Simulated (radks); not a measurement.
The numbers below are computed, except where a source is named.
Ionisation of La+, [Xe] 5d2, to La2+, [Xe] 5d1, under several functionals. Dirac Kohn-Sham, spin-unpolarised, spherical densities, finite nucleus; open shells are shared between the two j in proportion to 2j + 1; a radial shooting solver on a logarithmic mesh with Libxc functionals.

functional                                        E(La+) (hartree)  Exc (hartree)  IE (eV)  -e(HOMO) (eV)  <r> HOMO (bohr)  IE error (eV)
exchange-only B88                                       -8494.7647      -201.6644    9.985          6.359            3.012         -1.200
AM05                                                    -8490.7483      -197.6162   10.754          7.039            2.906         -0.431
LDA (Slater exchange, Perdew-Zunger correlation)        -8490.4834      -197.3418   11.001          7.290            2.917         -0.184
RPBE                                                    -8497.2829      -204.2254   10.764          7.024            2.924         -0.421
Wu-Cohen GGA                                            -8496.0572      -202.9876   10.764          7.038            2.896         -0.421
SOGGA                                                   -8493.2028      -200.0978   10.699          6.978            2.905         -0.486
BLYP                                                    -8497.6433      -204.5751   10.738          7.027            2.954         -0.447

NIST Atomic Spectra Database: 11.185 eV (measured). Closest: LDA (Slater exchange, Perdew-Zunger correlation). The Delta-SCF values span 1.02 eV, the total energies 7.16 hartree. The highest occupied level is 5d5/2. Spin polarisation and multiplet splitting are left out, so open shells lie too high by an amount that depends on their filling. Sharing an open shell by 2j + 1 raises it above the true ground level by a part of the spin-orbit splitting, which enters the differences from NIST.

Beside tabulated values, note that spin-unpolarised runs miss the spin-polarisation part of the exchange energy of open shells.
